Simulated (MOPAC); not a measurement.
MOPAC input (PM7):

```
PM7 FORCE THERMO(298,298) PRECISE LET GEO-OK AUX(PRECISION=9) THREADS=1
H10OSi4

O    -0.24349643 1   -0.16738971 1    1.89926347 1
Si   -0.07193084 1   -0.02596399 1    0.29732536 1
Si    2.15418819 1   -0.01587080 1    0.00450012 1
Si   -0.96242100 1    1.89464425 1   -0.45192909 1
Si   -0.98872765 1   -1.77106610 1   -0.77834055 1
H    -1.04733518 1   -0.20813221 1    2.42156912 1
H     2.75616074 1   -1.25271657 1    0.50480845 1
H     2.77309014 1    1.10445131 1    0.71467918 1
H     2.51734613 1    0.10740489 1   -1.40916974 1
H    -2.40958518 1    1.91407021 1   -0.23368074 1
H    -0.39350443 1    3.04219240 1    0.25669720 1
H    -0.72649476 1    2.09497020 1   -1.88238051 1
H    -0.75386726 1   -1.71884789 1   -2.22202341 1
H    -0.43710982 1   -3.03376436 1   -0.28438595 1
H    -2.43631360 1   -1.80815019 1   -0.56513359 1
```

From the output:

```
     H   15   0.191171   0.189101   3.036261

          HEAT OF FORMATION =     -49.790704 KCALS/MOLE

          ZERO POINT ENERGY      55.406 KCAL/MOL

           NORMAL COORDINATE ANALYSIS (Total motion = 1 Angstrom)

   Root No.       1         2         3         4         5         6         7         8

                 1 A"      1 A'      2 A"      3 A"      2 A'      3 A'      4 A"      4 A'

                  94.2     110.4     113.4     128.5     133.2     165.0     204.2     217.1

           1    0.0000   -0.0005   -0.0000   -0.0000    0.0014    0.0583    0.0000   -0.0041
           2   -0.0000   -0.0031   -0.0000    0.0001    0.0560    0.0102   -0.0001    0.1104
           3    0.0015    0.0000   -0.0013   -0.0684    0.0000    0.0000    0.1240    0.0001
           4   -0.0000   -0.0005   -0.0000   -0.0000    0.0012    0.0611   -0.0000   -0.0047
           5   -0.0000   -0.0029    0.0000    0.0000    0.0233    0.0000    0.0000   -0.0392
           6    0.0003   -0.0000   -0.0032   -0.0230    0.0000   -0.0000   -0.0408   -0.0000
           7    0.0000    0.0123   -0.0000   -0.0000   -0.0267   -0.0304    0.0000   -0.0279
           8   -0.0000   -0.0053   -0.0000   -0.0001    0.0285    0.0223   -0.0000   -0.0486
           9    0.0000   -0.0000    0.0083    0.0654    0.0000   -0.0000    0.0225   -0.0000
          10    0.0012   -0.0058   -0.0087   -0.0170    0.0128   -0.0243    0.0275    0.0179
          11    0.0023    0.0044   -0.0068   -0.0418   -0.0389   -0.0140   -0.0271    0.0091
          12   -0.0005   -0.0059   -0.0026   -0.0064    0.0380   -0.0307   -0.0231   -0.0214
          13   -0.0012   -0.0058    0.0087    0.0170    0.0128   -0.0243   -0.0276    0.0178
          14   -0.0023    0.0044    0.0068    0.0418   -0.0388   -0.0140    0.0271    0.0091
          15   -0.0005    0.0059   -0.0026   -0.0063   -0.0380    0.0307   -0.0231    0.0214
          16   -0.0000   -0.0006    0.0000    0.0000   -0.0146    0.0513   -0.0000   -0.0720
          17    0.0000   -0.0030    0.0000   -0.0000    0.0689    0.0162    0.0002    0.1646
          18   -0.0018    0.0000   -0.0123    0.0143    0.0001    0.0000   -0.2102    0.0001
          19   -0.0796    0.0171   -0.1567    0.0499   -0.0406   -0.0658    0.0061   -0.0488
          20    0.0123   -0.0013    0.0174   -0.0598    0.0148   -0.0076   -0.0454   -0.0661
          21   -0.0432   -0.0000   -0.0728    0.1224    0.0014    0.0008    0.0516    0.0009
          22    0.0796    0.0171    0.1567   -0.0500   -0.0406   -0.0658   -0.0061   -0.0488
          23   -0.0122   -0.0013   -0.0172    0.0595    0.0148   -0.0076    0.0453   -0.0661
          24   -0.0433    0.0000   -0.0729    0.1225   -0.0014   -0.0009    0.0517   -0.0010
          25    0.0000    0.0137    0.0000   -0.0000   -0.0315   -0.0417    0.0000   -0.0349
          26   -0.0001   -0.0151   -0.0002    0.0000    0.0584    0.0955   -0.0000   -0.0020
          27    0.0942   -0.0000    0.1940    0.0144    0.0001    0.0001    0.0223    0.0000
          28    0.1051    0.1240   -0.0722   -0.0007    0.0575   -0.0592    0.0401    0.0499
          29   -0.0257   -0.0304    0.0101   -0.0472   -0.0522   -0.0053   -0.0309    0.0024
          30    0.0474    0.0521   -0.0252    0.0456    0.1055   -0.0142   -0.0058   -0.0724
          31   -0.0939   -0.1301    0.0426   -0.0525   -0.0154   -0.0649    0.0498    0.0237
          32   -0.0667   -0.0788    0.0310   -0.0812   -0.1140    0.0008   -0.0589    0.0345
          33    0.0065    0.0068   -0.0061   -0.0105    0.0124   -0.0051   -0.0489   -0.0111
          34   -0.0078   -0.0172   -0.0037   -0.0200    0.0098   -0.0264    0.0286    0.0177
          35    0.1077    0.1359   -0.0708   -0.0265    0.0044   -0.0466   -0.0143    0.0433
          36   -0.0600   -0.0862    0.0257   -0.0422    0.0243   -0.0936    0.0109    0.0040
          37    0.0078   -0.0172    0.0037    0.0200    0.0098   -0.0264   -0.0286    0.0176
          38   -0.1076    0.1357    0.0707    0.0266    0.0045   -0.0467    0.0142    0.0433
          39   -0.0602    0.0865    0.0258   -0.0422   -0.0243    0.0936    0.0109   -0.0039
          40    0.0939   -0.1301   -0.0426    0.0525   -0.0154   -0.0649   -0.0498    0.0237
          41    0.0667   -0.0788   -0.0309    0.0812   -0.1140    0.0009    0.0590    0.0345
          42    0.0066   -0.0070   -0.0061   -0.0104   -0.0126    0.0052   -0.0487    0.0112
          43   -0.1051    0.1240    0.0722    0.0008    0.0575   -0.0592   -0.0401    0.0499
          44    0.0256   -0.0303   -0.0100    0.0471   -0.0520   -0.0052    0.0309    0.0022
          45    0.0474   -0.0522   -0.0252    0.0457   -0.1056    0.0143   -0.0057    0.0724

   Root No.       9        10        11        12        13        14        15        16

                 5 A"      5 A'      6 A'      6 A"      7 A"      7 A'      8 A"      8 A'

                 261.7     361.5     430.7     433.2     525.1     533.6     535.0     543.1

           1    0.0000   -0.0454   -0.0070   -0.0000   -0.0000   -0.0031   -0.0000    0.0189
           2   -0.0000    0.0016   -0.0013    0.0000    0.0000   -0.0058    0.0000   -0.0011
           3    0.0208    0.0000   -0.0000   -0.0043   -0.0012   -0.0000   -0.0056   -0.0000
           4   -0.0000   -0.0441   -0.0039    0.0000   -0.0000   -0.0010    0.0000    0.0114
           5    0.0000   -0.0035    0.0763   -0.0001    0.0000    0.0081   -0.0000   -0.0006
           6   -0.0118    0.0000    0.0001    0.0763   -0.0005    0.0000    0.0096   -0.0000
           7    0.0000    0.0118   -0.0161    0.0000    0.0000    0.0188   -0.0000   -0.0110
           8   -0.0000    0.0700   -0.0527   -0.0000   -0.0000   -0.0057   -0.0000    0.0001
           9    0.0047    0.0000   -0.0001    0.0109    0.0131   -0.0000    0.0021    0.0000
          10    0.0167    0.0236    0.0111    0.0207   -0.0039   -0.0073   -0.0144   -0.0131
          11   -0.0068   -0.0342   -0.0035   -0.0241    0.0085    0.0008   -0.0094    0.0006
          12   -0.0129   -0.0634   -0.0254   -0.0347   -0.0057   -0.0049   -0.0037   -0.0021
          13   -0.0167    0.0236    0.0110   -0.0207    0.0039   -0.0073    0.0144   -0.0131
          14    0.0068   -0.0343   -0.0035    0.0242   -0.0085    0.0008    0.0094    0.0006
          15   -0.0129    0.0634    0.0254   -0.0346   -0.0057    0.0049   -0.0036    0.0021
          16    0.0001   -0.0477    0.0408   -0.0000    0.0000    0.0081   -0.0000    0.0092
          17   -0.0006    0.0048   -0.0423    0.0000   -0.0000   -0.0143    0.0000    0.0085
          18    0.5934    0.0000   -0.0001   -0.0240   -0.0008   -0.0000   -0.0311    0.0000
          19   -0.0158    0.0384    0.0228    0.0211    0.0241   -0.1050    0.0034    0.0588
          20   -0.0112    0.0833   -0.0113    0.1229    0.1387   -0.0925    0.0183    0.0493
          21    0.0039    0.0015   -0.0025   -0.0516   -0.0589   -0.0036   -0.0072    0.0021
          22    0.0159    0.0384    0.0228   -0.0211   -0.0241   -0.1050   -0.0035    0.0588
          23    0.0112    0.0832   -0.0113   -0.1228   -0.1386   -0.0925   -0.0183    0.0493
          24    0.0039   -0.0015    0.0025   -0.0519   -0.0592    0.0034   -0.0072   -0.0020
          25    0.0000    0.0199   -0.0041    0.0000   -0.0000   -0.0199   -0.0000    0.0105
          26   -0.0000    0.0042   -0.1042    0.0000    0.0001    0.2184    0.0000   -0.1218
          27    0.0270   -0.0001   -0.0001   -0.0407   -0.0496    0.0002   -0.0071   -0.0001
          28    0.0346    0.0532   -0.0434   -0.0097   -0.0119    0.0358    0.1095    0.0655
          29   -0.0105   -0.0390    0.0076   -0.0125    0.0058   -0.0103   -0.0354   -0.0186
          30   -0.0226   -0.0724    0.1059   -0.0631    0.1080    0.0093   -0.1146   -0.0147
          31    0.0460    0.0524    0.0171   -0.0445    0.0553    0.0575    0.0770    0.0806
          32   -0.0069   -0.0350   -0.0850    0.0441   -0.0985   -0.0408    0.0208   -0.0378
          33   -0.0252   -0.0734   -0.0667    0.0310   -0.0831   -0.0527   -0.0275   -0.0609
          34    0.0188    0.0232    0.0113    0.0139    0.0015   -0.0023   -0.0084   -0.0057
          35    0.0073    0.0014   -0.0603   -0.0334   -0.0177    0.0327    0.1107    0.0635
          36    0.0270   -0.0020   -0.0367   -0.0985    0.0518    0.0836    0.1517    0.1296
          37   -0.0188    0.0232    0.0113   -0.0139   -0.0015   -0.0023    0.0084   -0.0058
          38   -0.0074    0.0015   -0.0604    0.0336    0.0176    0.0329   -0.1110    0.0638
          39    0.0270    0.0021    0.0366   -0.0984    0.0518   -0.0835    0.1514   -0.1295
          40   -0.0460    0.0524    0.0170    0.0445   -0.0553    0.0575   -0.0770    0.0806
          41    0.0070   -0.0349   -0.0852   -0.0442    0.0987   -0.0409   -0.0207   -0.0379
          42   -0.0252    0.0733    0.0665    0.0309   -0.0829    0.0526   -0.0275    0.0608
          43   -0.0346    0.0532   -0.0434    0.0097    0.0120    0.0358   -0.1096    0.0655
          44    0.0105   -0.0390    0.0078    0.0126   -0.0060   -0.0103    0.0356   -0.0186
          45   -0.0226    0.0725   -0.1059   -0.0631    0.1080   -0.0093   -0.1145    0.0147

   Root No.      17        18        19        20        21        22        23        24

                 9 A"      9 A'     10 A'     11 A'     10 A"     12 A'     11 A"     13 A'

                 560.5     565.3     783.4     847.0     849.1     849.2     864.8     866.4

           1   -0.0000    0.0004    0.1557    0.0053    0.0000   -0.0022   -0.0000    0.0016
           2    0.0000    0.0030   -0.0342   -0.0027   -0.0000    0.0013    0.0000   -0.0018
           3   -0.0047    0.0000   -0.0000   -0.0000    0.0004    0.0000    0.0001    0.0000
           4    0.0000   -0.0013   -0.0841   -0.0035   -0.0000    0.0014   -0.0000   -0.0016
           5   -0.0000   -0.0341    0.0123    0.0006    0.0000   -0.0030    0.0000    0.0008
           6    0.0327   -0.0000    0.0000    0.0000   -0.0032   -0.0000    0.0001    0.0000
           7    0.0000    0.0013    0.0032   -0.0012   -0.0000   -0.0017    0.0000   -0.0132
           8    0.0000    0.0106    0.0001   -0.0111    0.0000   -0.0116    0.0000    0.0008
           9   -0.0159    0.0000    0.0000   -0.0000    0.0001   -0.0000   -0.0025    0.0000
          10   -0.0006    0.0013    0.0038   -0.0030    0.0057    0.0032   -0.0005    0.0019
          11    0.0034    0.0166   -0.0029    0.0031   -0.0055   -0.0029   -0.0078    0.0005
          12   -0.0123   -0.0032   -0.0044    0.0066   -0.0111   -0.0065    0.0031    0.0013
          13    0.0006    0.0013    0.0038   -0.0030   -0.0057    0.0032    0.0005    0.0019
          14   -0.0034    0.0166   -0.0029    0.0031    0.0055   -0.0030    0.0078    0.0005
          15   -0.0123    0.0033    0.0044   -0.0066   -0.0111    0.0065    0.0031   -0.0013
          16   -0.0000   -0.0254   -0.2025   -0.0216    0.0000    0.0067   -0.0000   -0.0070
          17    0.0000    0.0249    0.3184    0.0244   -0.0000   -0.0082    0.0000    0.0072
          18   -0.0111    0.0000    0.0004    0.0000    0.0001   -0.0000   -0.0002    0.0000
          19   -0.0267    0.0078   -0.0372    0.0315   -0.0037    0.0420    0.0300    0.2149
          20   -0.1590    0.0110   -0.0303    0.1126   -0.0017    0.1181    0.0098   -0.0945
          21    0.0677    0.0013   -0.0014   -0.0524   -0.0009   -0.0510    0.0070    0.1545
          22    0.0267    0.0078   -0.0372    0.0315    0.0037    0.0420   -0.0300    0.2148
          23    0.1589    0.0110   -0.0303    0.1125    0.0017    0.1180   -0.0098   -0.0941
          24    0.0680   -0.0012    0.0013    0.0526   -0.0009    0.0513    0.0070   -0.1547
          25    0.0000    0.0034    0.0003   -0.0194   -0.0000   -0.0214    0.0000   -0.0293
          26   -0.0001   -0.0076   -0.0050    0.1218    0.0000    0.1336   -0.0001    0.1617
          27    0.0601   -0.0000   -0.0000    0.0001   -0.0067    0.0001    0.0545    0.0002
          28   -0.0047   -0.0657   -0.0378    0.0465   -0.0897   -0.0446   -0.0923   -0.0377
          29    0.0013    0.0245    0.0091   -0.0095    0.0187    0.0089    0.0197    0.0111
          30    0.0833    0.1805    0.0297   -0.0725    0.1181    0.0685    0.0428   -0.0394
          31    0.0491    0.0270   -0.0378    0.0549   -0.1003   -0.0618    0.1240   -0.0193
          32   -0.0818   -0.1256    0.0274   -0.0496    0.0793    0.0459    0.0459   -0.0414
```
